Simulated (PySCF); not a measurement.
PySCF input for NTi, SMILES [N]#[Ti] (connectivity only; charge and spin as stated), neutral, multiplicity 2, PBE0-D3(BJ)/def2-TZVPD. The structure is a stationary point at PBE0-D3(BJ)/def2-TZVPD. The multiplicity is an assumed one; other spin states were not compared.

```python
import numpy as np
from pyscf import gto, scf, dft
from pyscf.hessian import thermo

mol = gto.M(
    atom='''
    Ti    0.00000000    0.00000000   -0.37227849
    N     0.00000000    0.00000000    1.17001812
    ''',
    basis='def2-TZVPD',
    charge=0,
    spin=1,
    max_memory=1600,
    verbose=3,
)
mf = dft.UKS(mol, xc='pbe0').density_fit(auxbasis='def2-universal-jkfit')
mf.disp = 'd3bj'
mf.grids.level = 3
mf.conv_tol = 1e-11
mf.max_cycle = 100
mf.kernel()
fine, coarse = mf.grids, dft.Grids(mol).set(level=1).build(with_non0tab=True)
for _ in range(3):  # follow internal instabilities
    mf.grids = coarse
    mo, _, stable, _ = mf.stability(return_status=True, nroots=4)
    mf.grids = fine
    if stable:
        break
    mf.kernel(mf.make_rdm1(mo, mf.mo_occ))

# [left out here: the lines that compute and print the analytic Hessian (its translational invariance restored by hand, since the grid's response is missing), thermochemistry and intensities]
```

Log of the run:

```

WARN: HOMO -0.173602753492858 >= LUMO -0.173602753492862


WARN: HOMO -0.249087902572948 >= LUMO -0.24908765797781

converged SCF energy = -903.867110793123  <S^2> = 0.75535983  2S+1 = 2.0053527
<class 'pyscf.df.df_jk.DFUKS'> wavefunction is stable in the internal stability analysis

WARN: DFTD3 does not support analytical Hessian, using finite difference


WARN: Mole.unit (angstrom) is changed to Bohr

Mode                                 0
Irrep
Freq [cm^-1]                     1178.7706
Reduced mass [au]                  16.6777
Force const [Dyne/A]               13.6535
Char temp [K]                    1695.9884
Normal mode                   x     y     z
       0  Ti                 0.00  0.00 -0.07
       1   N                 0.00  0.00  0.24
temperature 298.1500 [K]
pressure 101325.00 [Pa]
Rotational constants [GHz] inf 19.60687 19.60687
Symmetry number 1
Zero-point energy (ZPE) 0.00269 [Eh]   7050.614 [J/mol]
                           tot       elec      trans        rot        vib
Entropy [J/mol/K]       222.337      5.763    160.193     56.193      0.189
Cv [J/mol/K]             21.703      0.000     12.472      8.314      0.917
Cp [J/mol/K]             30.018      0.000     20.786      8.314      0.917
Internal energy [J/mol]                      3718.434   2478.956   7098.510
Internal energy [Eh]   -903.86205  -903.86711
Enthalpy [J/mol]                             6197.391   2478.956   7098.510
Enthalpy [Eh]          -903.86110
Gibbs free energy [J/mol]                  -41564.090 -14274.892   7042.208
Gibbs free energy [Eh] -903.88635
mode   freq/cm-1   IR/(km/mol)
   1     1178.77       190.467
max |gradient| / (hartree/bohr): 3.2082538293685326e-06
APT charges: [ 0.7829 -0.7829]
```

Self-consistency was reached.
